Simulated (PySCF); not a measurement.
Geometry:
```csv
atom,x (Å),y (Å),z (Å)
O1,2.272,-1.399,-0.483
B2,1.883,-0.100,-0.588
O3,2.651,0.728,-1.363
C4,0.554,0.369,0.109
C5,0.033,-0.542,1.245
Si6,-1.820,-0.250,1.471
N7,-2.214,0.228,-0.163
Si8,-0.833,0.502,-1.185
H9,3.068,-1.565,-1.001
H10,2.329,1.633,-1.390
H11,0.672,1.406,0.476
H12,0.179,-1.598,0.960
H13,0.608,-0.395,2.173
H14,-2.122,0.822,2.479
H15,-2.571,-1.471,1.905
H16,-3.168,0.305,-0.498
H17,-0.698,-0.510,-2.283
H18,-0.838,1.847,-1.850
```

Geometry: PBE0-D3(BJ)/def2-SVP; GIAO absolute shieldings from PySCF, gas phase, non-relativistic, averaged over equivalent atoms.

At PBE0/pcSseg-1 (200 basis functions, 77 s wall time on 1 thread of an Arm Neoverse N1, shared host):
```json
{"atoms": "O1/O3", "σ (ppm)": "210.2"}
{"atoms": "B2", "σ (ppm)": "69.2"}
{"atoms": "C4", "σ (ppm)": "175.5"}
{"atoms": "C5", "σ (ppm)": "176.3"}
{"atoms": "Si6", "σ (ppm)": "368.3"}
{"atoms": "Si8", "σ (ppm)": "368.6"}
{"atoms": "N7", "σ (ppm)": "255.7"}
{"atoms": "H15", "σ (ppm)": "26.31"}
{"atoms": "H18", "σ (ppm)": "26.38"}
{"atoms": "H14", "σ (ppm)": "26.44"}
{"atoms": "H17", "σ (ppm)": "26.54"}
{"atoms": "H9/H10", "σ (ppm)": "27.75"}
{"atoms": "H12", "σ (ppm)": "29.73"}
{"atoms": "H13", "σ (ppm)": "30.17"}
{"atoms": "H11", "σ (ppm)": "30.76"}
{"atoms": "H16", "σ (ppm)": "31.49"}
```

Q: What do these become at CAM-B3LYP/pcSseg-1?

A: 
| atoms | σ at CAM-B3LYP/pcSseg-1 | change |
| --- | --- | --- |
| O1/O3 | 213.3 | +3.1 |
| B2 | 66.3 | -2.9 |
| C4 | 174.0 | -1.5 |
| C5 | 174.9 | -1.4 |
| Si6 | 362.5 | -5.8 |
| Si8 | 362.2 | -6.4 |
| N7 | 256.1 | +0.4 |
| H15 | 26.50 | +0.19 |
| H18 | 26.60 | +0.22 |
| H14 | 26.64 | +0.20 |
| H17 | 26.74 | +0.20 |
| H9/H10 | 27.77 | +0.02 |
| H12 | 29.88 | +0.15 |
| H13 | 30.33 | +0.16 |
| H11 | 30.98 | +0.22 |
| H16 | 31.60 | +0.11 |

The largest change is at Si8 (silicon bonded to C, N, 2 H, in a 5-membered ring). Cost: 200 basis functions, 80 s wall time on 1 thread of an Arm Neoverse N1, shared host.

A carbon bonded to boron is broadened by the quadrupolar boron nucleus and is often missing from a measured spectrum.
